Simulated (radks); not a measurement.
Values are calculated unless marked as measured or tabulated.
Problem. Orbital eigenvalues (eV) of neutral thallium, [Hg] 6p1, of relativity; Dirac values are averaged over j with weights 2j + 1. Spin-unpolarised spherical Kohn-Sham, PBE, point nucleus unless stated (finite: rms radius 5.4759 fm), a radial shooting solver on a logarithmic mesh with Libxc functionals. A level marked "c x" has the speed of light scaled by that factor and shares open shells by 2j + 1; other Dirac levels either fill j = l - 1/2 first or share by 2j + 1.

shell  non-rel.
3s      -3063.4
3p      -2833.1
3d      -2403.5
4s      -667.08
4p      -566.58
4d      -381.30
4f      -131.20
5s      -103.64
5p      -70.618
5d      -18.241
6s      -7.4912
6p      -2.5796

Give the values at the level "Dirac, 2j+1 shares, finite nucleus".

Solution. 
shell  Dirac, 2j+1 shares, finite nucleus  change of magnitude (%)
3s                                -3627.5                   +18.42
3p                                -3047.8                    +7.58
3d                                -2382.4                    -0.88
4s                                -809.51                   +21.35
4p                                -616.96                    +8.89
4d                                -373.99                    -1.92
4f                                -113.59                   -13.43
5s                                -130.51                   +25.93
5p                                -77.372                    +9.56
5d                                -15.464                   -15.22
6s                                -9.5123                   +26.98
6p                                -2.4577                    -4.72
